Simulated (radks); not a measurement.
Spherical quantum dot in the effective-mass picture: electrons in a well V = -V0 / (1 + exp((r - R)/a)) with V0 = 5.92, R = 9.97, a = 0.31, with a point charge +2 (a donor) at the centre, all in effective atomic units (hartree* = m*/eps^2 hartree, bohr* = eps/m* bohr), one dielectric constant everywhere. Calculated with a radial shooting solver with Libxc functionals: non-relativistic Kohn-Sham, exchange-only LDA, spin-polarised, spherical densities. Levels are named by radial order and angular momentum (1s, 1p, 1d, 2s, ...), and open shells are averaged over m. Results are scaled to m* = 0.055 and eps = 5.1, for which hartree* = 57.54 meV and bohr* = 4.907 nm.

N = 10, configuration 1s2 1p6 2s2. This is the lowest configuration that the search found. Occupied and some empty levels:

| level | occupation | eigenvalue (meV) | <r> (nm) |
|---|---|---|---|
| 1s | 2 | -298.91 | 4.840 |
| 2s | 2 | -279.72 | 32.73 |
| 1p | 6 | -278.32 | 33.28 |
| 1d | 0 | -275.55 | 34.38 |
| 1f | 0 | -271.77 | 35.29 |
| 1g | 0 | -267.06 | 36.08 |
| 2p | 0 | -263.87 | 24.43 |

Energy (meV): total -3301.29, kinetic 205.11, external -3915.5, Hartree 506.64, exchange-correlation -97.551.
